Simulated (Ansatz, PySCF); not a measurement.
A series of gas-phase deprotonation energy values:

A. N[SiH2]N[SiH3] → N[SiH2][N-][SiH3] + H+
B. BN (BNH4) -> B[NH-] + H+
C. N[SiH2][SiH2]N -> [NH-][SiH2][SiH2]N + H+
D. NB(N)N → [NH-]B(N)N + H+

Quantity: gas-phase deprotonation energy (enthalpy at 298 K, with B3LYP-D3(BJ) rigid-rotor harmonic-oscillator terms), kcal/mol. Structures are relaxed separately at B3LYP-D3(BJ)/def2-TZVP in Ansatz (an electronic-structure program), one conformer each, not searched for the lowest. Frequencies are from Ansatz or PySCF. Correlated levels leave the core frozen unless marked. No spin-orbit coupling. No relativistic terms. Basis-set limits of correlation are two-point, X^-3; Hartree-Fock from the larger set. [CCSD(T)-MP2]/basis is that difference in the basis named. Anions need diffuse functions, which plain sets lack and def2-D sets hold few of.

|  | HF/aug-cc-pV(Q+d)Z (Ansatz) | revPBE-D3(BJ)/def2-TZVPD (Ansatz + dftd3) | CCSD(T)/aug-cc-pV(T+d)Z (Ansatz) | RI-MP2/CBS(aug-cc-pV(T+d)Z,aug-cc-pV(Q+d)Z)+[CCSD(T)-MP2]/aug-cc-pV(T+d)Z (Ansatz) |
|---|---|---|---|---|
| A | 364.1 | 355.6 | 356.5 | (withheld) |
| B | 390.1 | 379.0 | 379.5 | (withheld) |
| C | 380.9 | 367.0 | 368.1 | (withheld) |
| D | 401.5 | 388.7 | 388.2 | (withheld) |

Complete the blanks.


- A, RI-MP2/CBS(aug-cc-pV(T+d)Z,aug-cc-pV(Q+d)Z)+[CCSD(T)-MP2]/aug-cc-pV(T+d)Z (Ansatz): 355.9
- B, RI-MP2/CBS(aug-cc-pV(T+d)Z,aug-cc-pV(Q+d)Z)+[CCSD(T)-MP2]/aug-cc-pV(T+d)Z (Ansatz): 379.7
- C, RI-MP2/CBS(aug-cc-pV(T+d)Z,aug-cc-pV(Q+d)Z)+[CCSD(T)-MP2]/aug-cc-pV(T+d)Z (Ansatz): 367.9
- D, RI-MP2/CBS(aug-cc-pV(T+d)Z,aug-cc-pV(Q+d)Z)+[CCSD(T)-MP2]/aug-cc-pV(T+d)Z (Ansatz): 388.9
